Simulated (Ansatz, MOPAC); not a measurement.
Species: C₅H₁₀N, charge 0, multiplicity 2. SMILES: NC1C[CH]CC1

Atoms: C1, C2, C3, C4, C5, N6, H7, H8, H9, H10, H11, H12, H13, H14, H15, H16. Bonds: C1-C2, C1-C5, C1-H7, C2-C3, C2-H8, C2-H9, C3-C4, C3-H10, C3-H11, C4-C5, C4-N6, C4-H12, C5-H13, C5-H14, N6-H15, N6-H16.

Bond lengths (Å) and angles (degrees) optimised at PM6 with MOPAC; MNDO with MOPAC; HF/STO-3G with Ansatz (an electronic-structure program); HF/6-31G* with Ansatz; PBE/6-31G* with Ansatz; B3LYP/LANL2DZ with Ansatz, each started from the B3LYP-D3(BJ)/def2-TZVP structure (Ansatz) of the last column. A row stands for all coordinates that are equal there; 11 of 41 kinds are shown. 6-31G* holds six Cartesian d functions. No wavenumbers were computed at MNDO, HF/STO-3G, PBE/6-31G*, B3LYP/LANL2DZ, so these may be saddle points.

```json
[
 {"coordinate": "C1-C2", "PM6": "1.484", "MNDO": "1.491", "HF/STO-3G": "1.523", "HF/6-31G*": "1.507", "PBE/6-31G*": "1.501", "B3LYP/LANL2DZ": "1.515", "B3LYP-D3(BJ)/def2-TZVP": "1.495"},
 {"coordinate": "C1-C5", "PM6": "1.481", "MNDO": "1.492", "HF/STO-3G": "1.520", "HF/6-31G*": "1.504", "PBE/6-31G*": "1.497", "B3LYP/LANL2DZ": "1.511", "B3LYP-D3(BJ)/def2-TZVP": "1.491"},
 {"coordinate": "C1-H7", "PM6": "1.065", "MNDO": "1.080", "HF/STO-3G": "1.083", "HF/6-31G*": "1.074", "PBE/6-31G*": "1.093", "B3LYP/LANL2DZ": "1.088", "B3LYP-D3(BJ)/def2-TZVP": "1.081"},
 {"coordinate": "C2-C3", "PM6": "1.544", "MNDO": "1.546", "HF/STO-3G": "1.550", "HF/6-31G*": "1.539", "PBE/6-31G*": "1.547", "B3LYP/LANL2DZ": "1.555", "B3LYP-D3(BJ)/def2-TZVP": "1.540"},
 {"coordinate": "C2-H8", "PM6": "1.108 to 1.119", "MNDO": "1.113 to 1.125", "HF/STO-3G": "1.091 to 1.096", "HF/6-31G*": "1.090 to 1.094", "PBE/6-31G*": "1.115", "B3LYP/LANL2DZ": "1.105 to 1.109", "B3LYP-D3(BJ)/def2-TZVP": "1.101"},
 {"coordinate": "C2-H9", "PM6": "1.102 to 1.106", "MNDO": "1.113", "HF/STO-3G": "1.089", "HF/6-31G*": "1.087", "PBE/6-31G*": "1.108", "B3LYP/LANL2DZ": "1.101", "B3LYP-D3(BJ)/def2-TZVP": "1.095"},
 {"coordinate": "C3-C4", "PM6": "1.552", "MNDO": "1.562", "HF/STO-3G": "1.552", "HF/6-31G*": "1.533", "PBE/6-31G*": "1.542", "B3LYP/LANL2DZ": "1.551", "B3LYP-D3(BJ)/def2-TZVP": "1.533"},
 {"coordinate": "C3-H10", "PM6": "1.106", "MNDO": "1.110", "HF/STO-3G": "1.087", "HF/6-31G*": "1.086", "PBE/6-31G*": "1.106", "B3LYP/LANL2DZ": "1.098", "B3LYP-D3(BJ)/def2-TZVP": "1.093"},
 {"coordinate": "C2-C1-C5", "PM6": "112.4", "MNDO": "113.1", "HF/STO-3G": "110.9", "HF/6-31G*": "111.2", "PBE/6-31G*": "111.5", "B3LYP/LANL2DZ": "111.2", "B3LYP-D3(BJ)/def2-TZVP": "111.4"},
 {"coordinate": "C1-C2-C3", "PM6": "105.9", "MNDO": "106.0", "HF/STO-3G": "104.2", "HF/6-31G*": "103.1", "PBE/6-31G*": "103.3", "B3LYP/LANL2DZ": "103.5", "B3LYP-D3(BJ)/def2-TZVP": "103.5"},
 {"coordinate": "C1-C5-C4", "PM6": "105.2", "MNDO": "105.7", "HF/STO-3G": "103.7", "HF/6-31G*": "103.2", "PBE/6-31G*": "103.6", "B3LYP/LANL2DZ": "103.7", "B3LYP-D3(BJ)/def2-TZVP": "103.7"}
]
```

A range marks coordinates that this level makes unequal.

Mean signed difference of all 16 bond lengths from B3LYP-D3(BJ)/def2-TZVP: PM6 0.007 Å, MNDO 0.011 Å, HF/STO-3G 0.008 Å, HF/6-31G* -0.004 Å, PBE/6-31G* 0.011 Å, B3LYP/LANL2DZ 0.010 Å.
